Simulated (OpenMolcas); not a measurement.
# Levels of Cl IV by method

```yaml
Program: OpenMolcas 26.06
Basis: ANO-RCC-VDZ [4s3p]
Scalar_Hamiltonian: DKH2, point nucleus
Active_space: 4 electrons in 4 orbitals (3s 3p)
State_averaging: 2S+1 = 3 even, 3 roots; 2S+1 = 1 even, 6 roots; 2S+1 = 5 odd, 1 root; 2S+1 = 3 odd, 9 roots; 2S+1 = 1 odd, 8 roots
Spin-orbit_coupling: RASSI with atomic mean-field integrals over the reference wave functions, term energies averaged over their components
```

Methods on the same reference wave functions:
A. CASSCF
B. SS-CASPT2, IPEA 0.25 Eh, imaginary shift 0.1 Eh (closed shells correlated: 2s 2p)

Energies in cm⁻¹ above 3s² 3p² ³P₀, the measured ground level; measured values from Moore, Atomic Energy Levels, vol. I, NSRDS-NBS 35 (1971 reprint of NBS Circular 467, 1949).

```json
{"Level": "3s² 3p² ³P₀", "A": "0.0", "B": "0.0", "Measured": "0.0"}
{"Level": "3s² 3p² ³P₁", "A": "415", "B": "415", "Measured": "491"}
{"Level": "3s² 3p² ³P₂", "A": "1149", "B": "1149", "Measured": "1341"}
{"Level": "3s² 3p² ¹D₂", "A": "16532", "B": "16460", "Measured": "13766"}
{"Level": "3s² 3p² ¹S₀", "A": "30390", "B": "30040", "Measured": "32550"}
{"Level": "3s 3p³ ⁵S°₂", "A": "60107", "B": "60670", "Measured": ""}
{"Level": "3s 3p³ ³D°₂", "A": "113843", "B": "113880", "Measured": ""}
{"Level": "3s 3p³ ³D°₁", "A": "113849", "B": "113890", "Measured": ""}
{"Level": "3s 3p³ ³D°₃", "A": "113871", "B": "113910", "Measured": ""}
{"Level": "3s 3p³ ³P°₀", "A": "129572", "B": "129350", "Measured": ""}
{"Level": "3s 3p³ ³P°₁", "A": "129584", "B": "129360", "Measured": "120274"}
{"Level": "3s 3p³ ³P°₂", "A": "129602", "B": "129380", "Measured": "120256"}
{"Level": "3s 3p³ ¹D°₂", "A": "173420", "B": "173210", "Measured": ""}
{"Level": "3s 3p³ ³S°₁", "A": "179824", "B": "179610", "Measured": "164721"}
{"Level": "3s 3p³ ¹P°₁", "A": "189008", "B": "188690", "Measured": ""}
```

Deviations, from unrounded energies. A percentage is the sum of absolute deviations over the sum of measured energies, with the sign that they share, or ± where signs differ.

| Against measurement | Levels | A | B |
| --- | --- | --- | --- |
| mean absolute deviation (cm-1) | 7 | 5600 | 5500 |
| fine structure of the ground term (%) | 2 | -14.7 | -14.6 |
| other terms of the ground configuration (%) | 2 | ±10.6 | ±11.2 |
| other configurations (%) | 3 | +8.3 | +8.2 |

A, B lie about equally close to measurement. The largest miss of B in the table is 3s 3p³ ³S°₁, by +15000 cm-1. The ranking rests on the paired levels alone, and a cruder setting can come out closer through cancelling errors.

From A to B the spin-free energies of the other terms of 3s² 3p² shown, above ³P, scale by factors of 0.99 to 1.00.

The lowest spin-free term lies below A's lowest term by 0.005 hartree in B.

Term energies are means over components that CASPT2 splits; among the terms shown or strongly mixed into the levels shown the widest spread is 12 cm-1 (3s 3p³ ³D°, B). Terms of s pⁿ other than that of highest spin mix with s² pⁿ⁻² d, which this space lacks; all of them can be thousands of cm-1 off, and some have no real level of that name. The basis is small and was not contracted for so high a charge. Some terms miss by over 15 % even with CASPT2, which points to a basis or an active space too small for the shells correlated (holds for B). Measured partners are found by configuration, term and J. A level has none where our copy of the source lacks it or the pairing is in doubt (some pairs that miss far off the trend of their configuration count as doubtful), and it then counts in no deviation. Only configurations of the active space appear.

° marks odd parity.
